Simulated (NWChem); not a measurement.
System: C₂H₆BCl; SMILES CB(C)Cl

Here is an NWChem input.

```
start job
memory heap 200 mb stack 900 mb global 1100 mb
geometry units angstroms noautosym
  B      0.007642    -0.387700     0.007382
  Cl    -0.004312     1.388471    -0.019786
  C      1.379697    -1.136151     0.032540
  H      1.506124    -1.605546    -1.009301
  H      1.334899    -2.020011     0.761431
  H      2.269521    -0.481405     0.251033
  C     -1.383267    -1.108791     0.009282
  H     -1.306207    -2.222509    -0.227174
  H     -2.143742    -0.574280    -0.708127
  H     -1.822055    -0.975853     1.092423
end
basis spherical
  * library def2-svp
end
dft
  xc pbe0
  grid fine
  iterations 150
end
driver
  maxiter 120
  tight
end
task dft optimize
task dft freq
```

The level has its own optimisation; frequencies are unscaled.

Q: Predict the main results of this run. (PBE0/def2-SVP.) Quantities: r B–Cl (Å); r B–C (Å); highest harmonic frequency (cm⁻¹); lowest (cm⁻¹); zero-point energy (kcal/mol); dipole (D).

A: 
- r B–Cl (Å): 1.775
- r B–C (Å): 1.564
- highest harmonic frequency (cm⁻¹): 3179
- lowest (cm⁻¹): 67
- zero-point energy (kcal/mol): 49.0
- dipole (D): 1.52
